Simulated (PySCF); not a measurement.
A run for PySCF: R-HF/3-21G on C2H6O2 (a complex), monomers drawn apart or pushed together.

```python
from pyscf import gto, scf, dft, mp
from pyscf.data.elements import chemcore

mol = gto.M(
    atom='''
    C    -0.06824196    0.02252586    0.09792465
    H     0.13407611   -0.23224213   -0.94107395
    H     0.63390243   -0.50677111    0.74136427
    H     0.04871745    1.09984186    0.22239125
    H    -1.09088199   -0.27278662    0.33653979
    O     1.20814972   -0.65972372    4.55099389
    C     0.38919193    0.06832980    5.03482159
    O    -0.53114344    0.76505351    4.35080339
    H     0.27911172    0.26560806    6.10886513
    H    -0.41288776    0.57378916    3.40421787
    ''',
    basis='3-21g',
    charge=0, spin=0, verbose=3, max_memory=1800)
mf = scf.RHF(mol)
mf.conv_tol = 1e-8
mf.max_cycle = 100
mf.kernel()
if not mf.converged:
    mf = mf.newton().run(mf.mo_coeff, mf.mo_occ)
```

Program output:

```
converged SCF energy = -227.676472922793
```

Self-consistency was reached.

Cost: very roughly 0.17 core-seconds.
